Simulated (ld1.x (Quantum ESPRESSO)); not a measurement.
# What one change does to a pseudopotential (gold, RRKJ)

* Element: gold
* Generator: ld1.x (Quantum ESPRESSO) 7.5
* Type: norm-conserving RRKJ (Kleinman–Bylander form)
* Functional: PBE
* Relativity: scalar-relativistic
* Frozen core: [Kr] 4d10 4f14
* Valence charge: 19
* Reference configuration: 5s2 5p6 5d10 6s1 6p0
* Partial waves: 5s (bound): rc 1.10 bohr; 5p (bound): rc 1.75 bohr; 5d (bound): rc 1.70 bohr
* Local potential: all-electron potential smoothed inside 1.35 bohr (lloc = -1)
* Core correction: none
* rho0: 0.02

Occupied shells without a wave of their own: 6s. They enter only through the test configuration that unscreens the potential.

Change: wave 5s (bound): rc 1.10 bohr becomes 5s (bound): rc 0.84 bohr.

Cutoffs: the cutoffs (Ry, on a coarse ladder) from which the occupation-weighted sum of valence levels, in a spherical-Bessel basis at the reference potential, stays within 10 and 1 mRy of its value at 400 Ry; they do not see the model core or the augmentation charge, which bear on the density cutoff. Errors are all-electron minus pseudo energies relative to the spin-unpolarised reference configuration.

Q: What does the change do?

A: The potential gets harder (140 Ry and 200 Ry → 160 Ry and 230 Ry); the errors of the 7 common tests hardly move; neither file shows a bound ghost. A smaller radius makes the pseudo-wave follow the all-electron one further in, where it bends more sharply, so more plane waves are needed.

```csv
quantity,base,changed
"cutoff, loose",140 Ry,160 Ry
"cutoff, tight",200 Ry,230 Ry
bound ghosts,none,none
"largest miss of a reference level, eV",0.07,0.06
"error for 5s2 5p6 5d10 6s0 6p0, meV [ΔE 9.41 eV]",+85,+76
"error for 5s2 5p6 5d9 6s0 6p0, meV [ΔE 30.62 eV]",+117,+105
"error for 5s2 5p6 5d8 6s0 6p0, meV [ΔE 64.49 eV]",+155,+139
"error for 5s2 5p6 5d9 6s2 6p0, meV [ΔE 1.69 eV]",-77,-69
"error for 5s2 5p6 5d9 6s1 6p0, meV [ΔE 12.12 eV]",+2.8,+2.6
"error for 5s2 5p6 5d10 6s0 6p1, meV [ΔE 5.25 eV]",+159,+151
"error for 5s2 5p5 5d10 6s1 6p0, meV [ΔE 66.11 eV]",-154,-154
s: phases at 1.89 bohr within 0.05 rad from the reference energy up to (Ry; the scan ends near 5),to the end of the scan,to the end of the scan
p: phases at 1.89 bohr within 0.05 rad from the reference energy up to (Ry; the scan ends near 5),0.9,0.9
d: phases at 1.89 bohr within 0.05 rad from the reference energy up to (Ry; the scan ends near 5),to the end of the scan,to the end of the scan
```
